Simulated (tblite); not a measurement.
C5H5FNO2 (doublet state).
Geometry (GFN2-xTB, Å), atoms numbered from 1 in this order:
```
atom  x, y, z in Å
C1    -2.3898   -0.0075   -0.0684
O2    -1.2962    0.8761   -0.2623
C3    -0.0697    0.3800   -0.1006
C4     0.4209   -0.8951    0.2373
F5    -0.3528   -1.9672    0.4861
C6     1.7967   -0.8641    0.2701
C7     2.2100    0.4725   -0.0571
O8     3.3056    0.9890   -0.1567
N9     1.0037    1.1846   -0.2732
H10   -3.2829    0.5887   -0.2428
H11   -2.3554   -0.8387   -0.7763
H12   -2.4010   -0.4030    0.9498
H13    2.4574   -1.6750    0.4954
H14    0.9529    2.1591   -0.5235
```

Computed geometry: GFN2-xTB, gas phase. This method treats the open shell by occupation alone, without spin polarisation.

Take the most abundant isotopes and a rigid rotor. The values belong to one conformer with, in the numbering `[CH3:1][O:2][C:3]1=[C:4]([F:5])[CH:6][C:7](=[O:8])[NH:9]1`, C1–O2–C3–C4 0°.

What are A, B and C (cm⁻¹)?

Ia = 152.02, Ib = 402.42, Ic = 551.24 u·Å²; 505379 MHz·u·Å²/I gives 3324, 1256 and 916.8 MHz, that is A = 0.11089, B = 0.04189, C = 0.03058 cm⁻¹.

What kind of rotor is it?

An asymmetric top; Ray's κ = -0.718.

Is it planar, by Δ = Ic − Ia − Ib?

Not planar: Δ = Ic − Ia − Ib = -3.20 u·Å². For a rigid frame Δ = −2 Σ m c², so Σ m c² = 1.60 u·Å² lies off the ab plane, practically all of it from hydrogen. The atom farthest from that plane is 0.89 Å away.

Where do the levels up to J = 3 lie, in K?

Above 0(0,0), as E/k:
J = 1: 1(0,1) 0.104, 1(1,1) 0.204, 1(1,0) 0.220
J = 2: 2(0,2) 0.311, 2(1,2) 0.396, 2(1,1) 0.445, 2(2,1) 0.742, 2(2,0) 0.744
J = 3: 3(0,3) 0.617, 3(1,3) 0.683, 3(1,2) 0.781, 3(2,2) 1.055, 3(2,1) 1.064, 3(3,1) 1.593, 3(3,0) 1.594

Estimate the classical rotational partition function at 100 K, 298.15 K and 500 K.

Point group Cs, symmetry number σ = 1; q = (√π/σ)·√((kT/h)³/(ABC)), k/h = 20836.6 MHz/K: 86200 at 100 K, 444000 at 298.15 K, 963000 at 500 K.

For this open shell read J as N, the rotation without spin; fine and hyperfine splittings come on top. Its GFN2-xTB frequencies are all real (lowest 82 cm⁻¹). Zero-point vibration and centrifugal distortion are left out.
